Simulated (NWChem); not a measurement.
# Atomisation of trifluoroacetic acid (C₂HF₃O₂)

SMILES: O=C(O)C(F)(F)F
```xyz
8

O      1.5705    -0.8591     0.3980
C      0.9184     0.2240    -0.0010
O      1.4066     1.2708    -0.3021
C     -0.5972    -0.0499    -0.0293
F     -1.0236    -0.4051     1.1793
F     -1.2477     1.0323    -0.4109
F     -0.8688    -1.0374    -0.8780
H      2.5173    -0.6463     0.4007
```
Charge 0, spin multiplicity 1.

Everything below was run with NWChem. The geometry was optimised at PBE0/def2-SVP, a minimum by its harmonic frequencies. It is one conformer; others weren't searched.

Basis set: def2-SVP. The atomisation energy is electronic alone: no zero-point, thermal, spin-orbit or counterpoise terms. No value is extrapolated to the basis-set limit. Free atoms are single determinants with multiplicities O 3, C 3, F 2, H 2. Correlated methods freeze the same cores in atoms and molecule, 7 orbitals in all.

The cost column gives rough processor time relative to HF; each entry includes its own SCF. Costs are the molecule's.

B3LYP has NWChem's definition, with VWN1-RPA local correlation. GW and range-separated runs recompute their integrals, the others keep them in memory, which bears on the times. The stability of the SCF solutions was not checked. Open-shell Hartree-Fock references start from PBE0 orbitals; any time given for them includes that run.

```json
[
 {"method": "HF", "atomisation energy (kcal/mol)": "550.8", "relative cost": "1"},
 {"method": "LDA (SVWN5)", "atomisation energy (kcal/mol)": "(withheld)", "relative cost": "under 3"},
 {"method": "r2SCAN", "atomisation energy (kcal/mol)": "859.0", "relative cost": "under 3"},
 {"method": "PBE0", "atomisation energy (kcal/mol)": "855.8", "relative cost": "under 3"},
 {"method": "PBE", "atomisation energy (kcal/mol)": "(withheld)", "relative cost": "under 3"},
 {"method": "MP2", "atomisation energy (kcal/mol)": "(withheld)", "relative cost": "under 3"},
 {"method": "B3LYP", "atomisation energy (kcal/mol)": "(withheld)", "relative cost": "under 3"},
 {"method": "LC-wPBE (omega 0.3 per bohr)", "atomisation energy (kcal/mol)": "883.9", "relative cost": "10"},
 {"method": "TPSS", "atomisation energy (kcal/mol)": "848.1", "relative cost": "under 3"}
]
```

Complete the blanks.


- LDA (SVWN5), atomisation energy (kcal/mol): 1056.9
- PBE, atomisation energy (kcal/mol): 903.3
- MP2, atomisation energy (kcal/mol): 830.9
- B3LYP, atomisation energy (kcal/mol): 844.0
